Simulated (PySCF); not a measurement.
ClH6NSi2, SMILES N[SiH2][SiH2]Cl. Atoms are numbered in the order given.

```xyz
10

Si     0.8467     0.3875    -0.8079
Cl     1.5602     0.1077     1.1553
Si    -1.3142    -0.5483    -0.7178
N     -2.1515     0.0207     0.6979
H      0.8368     1.8574    -1.0677
H      1.8199    -0.2469    -1.7440
H     -2.1220    -0.1722    -1.9144
H     -1.1532    -2.0309    -0.6635
H     -2.6402     0.9097     0.6362
H     -1.6593    -0.0413     1.5866
```

Geometry optimised at B3LYP-D3(BJ)/def2-SVP. This is a generated structure with no PubChem entry under its InChIKey; it may be hypothetical. Other conformers were not sampled.

These are PySCF with SMD-M06-2X/def2-SVP values and carry that method's errors.

Solvation free energies are E(SMD) − E(gas) at the gas-phase geometry, for 1 M in both phases. In vacuum the dipole moment is 1.65 D.

Computed solvation free energies in water, methanol, cyclohexanone:
```json
[
 {"solvent": "water", "ΔG(solv) (kcal/mol)": "-0.5", "its non-electrostatic (CDS) part": "3.8", "dipole (D)": "2.10"},
 {"solvent": "methanol", "ΔG(solv) (kcal/mol)": "-4.3", "its non-electrostatic (CDS) part": "-0.1", "dipole (D)": "2.08"},
 {"solvent": "cyclohexanone", "ΔG(solv) (kcal/mol)": "-3.3", "its non-electrostatic (CDS) part": "0.7", "dipole (D)": "2.06"}
]
```
